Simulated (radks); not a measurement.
Results of a calculation; reference values are marked as such.
Task: The vanadium ion V3+ is in [Ar] 3d2. Level of theory: non-relativistic Kohn-Sham, PBE, spin-polarised, spherical densities, point nucleus (a radial shooting solver on a logarithmic mesh with Libxc functionals). Open shells are filled with parallel spins first. One electron is removed from 3p, 2p, 3d, 3s in turn, with full relaxation. Which removal costs least, and what does each cost?

Result: 3d 46.867 eV; 3p 85.121 eV; 3s 110.93 eV; 2p 564.30 eV. The 3d electron leaves first.
